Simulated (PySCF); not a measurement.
Ti(OH)2(H)2 (H4O2Ti), SMILES [OH][TiH2][OH], multiplicity 1.

The structure is a stationary point at B3LYP-D3(BJ)/def2-TZVP. The spin state was assumed, not searched. Other conformers were not sampled.

These are B3LYP/def2-TZVPD in PySCF values and carry that method's errors.

Symmetry labels are those of the subgroup C2v that the program uses (full group C2v).

Computed valence orbital energies around the gap with their symmetry:
```csv
orbital,symmetry,energy (eV)
HOMO−7,A1,-14.57
HOMO−6,B1,-14.01
HOMO−5,A2,-10.01
HOMO−4,A1,-10.01
HOMO−3,B1,-9.84
HOMO−2,B2,-9.77
HOMO−1,A1,-8.36
HOMO,B2,-7.99
LUMO,A1,-2.43
LUMO+1,A2,-1.81
LUMO+2,A1,-1.27
LUMO+3,B1,-1.24
```
